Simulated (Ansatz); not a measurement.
```yaml
crystal:
  periodic: [false, false, false]
  atoms:
    - {symbol: Na, position_ang: [2.368504, -0.083821, -0.363590]}
    - {symbol: Na, position_ang: [-1.583705, 1.761725, 0.365902]}
    - {symbol: Na, position_ang: [-0.854666, -1.884904, 0.140662]}
    - {symbol: Br, position_ang: [0.001121, 0.726863, -1.835120]}
    - {symbol: Br, position_ang: [1.750288, -2.574176, 0.301698]}
    - {symbol: Br, position_ang: [1.196686, 2.467877, 0.238183]}
    - {symbol: Br, position_ang: [-2.878228, -0.413564, 1.152255]}
basis:
  gaussian: {orbitals: def2-TZVP, initial_orbitals: start.molden}
magnetization: {spin_polarized: true, initial_magnetization: 1}
hamiltonian: {xc: pbe0, dispersion: d4}
scf: {omitted_lower_state_checks: [starts]}
output: {orbitals: {seedname: orbitals}}
```

The file start.molden holds the orbitals of an earlier run on this structure, at another level or in another basis.

```sh
$ ansatz run in.yaml --threads 4 --pin off --events-out ev --progress --plain --max-ram 4787MiB
```

(1) Does this run fit into the memory that it is given?

## Answers

(1) No. It has 288 basis functions, and Ansatz plans for 5.05 GiB where 4.67 GiB are given.
